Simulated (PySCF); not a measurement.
Compound: CF2Cl-CCl3, C2Cl4F2.
Cartesian coordinates in Å at the PBE0-D3(BJ)/def2-SVP level; atoms count from 1:
```xyz
8
C2Cl4F2 angstrom
F      1.225   -0.536   -1.169
C      0.802   -0.084    0.003
F      1.388    1.082    0.239
Cl     1.248   -1.227    1.269
C     -0.747    0.127   -0.063
Cl    -1.073    1.278   -1.368
Cl    -1.529   -1.415   -0.413
Cl    -1.312    0.780    1.473
```

The calculation used PySCF 2.14.0, density-fitted response routines, TDDFT B3LYP/def2-SVPD, vertical, gas phase, core orbitals frozen in the response.

```json
{"state": "S1", "E (eV)": "6.25", "ν̃ (cm⁻¹)": "50430", "f": "0.0002", "|μ| (D)": "0.10", "symmetry": "–", "main configurations (H = HOMO, L = LUMO)": "H→L (97%)"}
{"state": "S2", "E (eV)": "6.61", "ν̃ (cm⁻¹)": "53280", "f": "0.011", "|μ| (D)": "0.66", "symmetry": "A′", "main configurations (H = HOMO, L = LUMO)": "H-1→L (92%)"}
{"state": "S3", "E (eV)": "6.64", "ν̃ (cm⁻¹)": "53530", "f": "0.0026", "|μ| (D)": "0.32", "symmetry": "A″", "main configurations (H = HOMO, L = LUMO)": "H→L+1 (90%)"}
{"state": "S4", "E (eV)": "6.72", "ν̃ (cm⁻¹)": "54200", "f": "0.019", "|μ| (D)": "0.87", "symmetry": "A″", "main configurations (H = HOMO, L = LUMO)": "H-2→L (84%)"}
{"state": "S5", "E (eV)": "6.83", "ν̃ (cm⁻¹)": "55110", "f": "0.0054", "|μ| (D)": "0.46", "symmetry": "A′", "main configurations (H = HOMO, L = LUMO)": "H-1→L+1 (88%)"}
{"state": "S6", "E (eV)": "7.01", "ν̃ (cm⁻¹)": "56550", "f": "0.0018", "|μ| (D)": "0.26", "symmetry": "–", "main configurations (H = HOMO, L = LUMO)": "H-2→L+1 (94%)"}
{"state": "S7", "E (eV)": "7.03", "ν̃ (cm⁻¹)": "56690", "f": "0.0070", "|μ| (D)": "0.51", "symmetry": "A′", "main configurations (H = HOMO, L = LUMO)": "H→L+2 (80%), H-3→L (10%)"}
{"state": "S8", "E (eV)": "7.06", "ν̃ (cm⁻¹)": "56940", "f": "0.0018", "|μ| (D)": "0.26", "symmetry": "–", "main configurations (H = HOMO, L = LUMO)": "H-3→L (72%), H→L+2 (10%), H-1→L+1 (9%)"}
{"state": "S9", "E (eV)": "7.30", "ν̃ (cm⁻¹)": "58840", "f": "0.0013", "|μ| (D)": "0.22", "symmetry": "–", "main configurations (H = HOMO, L = LUMO)": "H-1→L+2 (86%), H-4→L (8%)"}
{"state": "S10", "E (eV)": "7.37", "ν̃ (cm⁻¹)": "59430", "f": "0.0014", "|μ| (D)": "0.22", "symmetry": "–", "main configurations (H = HOMO, L = LUMO)": "H-4→L (62%), H-4→L+1 (14%)"}
```

Triplets, Tamm–Dancoff:

```tsv
state	E (eV)	λ (nm)	main configurations (H = HOMO, L = LUMO)
T1	5.71	217.3	H→L (87%)
T2	5.96	208.0	H-1→L (72%), H→L+2 (8%)
T3	6.02	206.1	H-2→L (51%), H→L+1 (21%), H-4→L (12%)
T4	6.21	199.6	H→L+1 (51%), H-2→L (14%), H-2→L+1 (10%)
```

The lowest singlet comes at 198 nm (603 kJ/mol) in the vacuum ultraviolet; it is dark (f under 0.0005); its leading configuration is HOMO→LUMO (97%). The strongest level in the table is S4 at 6.72 eV (185 nm, f = 0.019). Löwdin shares by element: HOMO chlorine 99%; LUMO chlorine 74% or more, carbon 24% or more. The listed states span 1.12 eV, and the widest gap between neighbours is 0.35 eV (S1 to S2). Of the 10 states listed, 2 reach f = 0.01 and 1 stays under 0.0005. The oscillator strengths of these states sum to 0.052; summed over the whole spectrum of an exact calculation they would give the number of electrons, 98 (Thomas–Reiche–Kuhn). No computed singlet lies in the visible range (380 to 750 nm); the lowest, at 198 nm, stands 2.99 eV above its violet end (3.26 eV). All these states lie below the vertical ionisation energy of 11.09 eV (ΔSCF). Symmetry labels in Cs follow from the direction of the transition dipole and are given only for states with f of 0.002 or more. Singlets were solved by full linear response, triplets in the Tamm–Dancoff approximation.
